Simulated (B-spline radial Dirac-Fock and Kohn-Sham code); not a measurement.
Z = 40 (zirconium), transition energy 2000 keV. Model: a Dirac-Hartree-Slater potential of the neutral atom with a Latter tail (no hole, which puts coefficients of high multipoles low close above an edge), finite nucleus with surface currents. Program: a radial B-spline solver. Subshells that would emit electrons below 1 keV are left out, and so is internal pair formation.

Question: A pure transition shows α(K) = 0.000385, L1/L2 = 28.0 and L1/L3 = 72.7. What is its multipolarity?
A. M4
B. E3
C. E1
D. M1
E. M3
F. M2
G. E4
H. E2

Answer: G. For comparison, α(K), L1/L2, L1/L3 are E1 7.87e-05, 152, 60.9; E2 0.000144, 78.7, 73.1; E3 0.000241, 44.3, 77.1; M1 0.000148, 97.6, 118; M2 0.000278, 63.8, 164; M3 0.000462, 45.6, 156; M4 0.000732, 34.4, 109.

Values without a named source are computed, but for edge energies of neutral atoms, which are taken from tables.
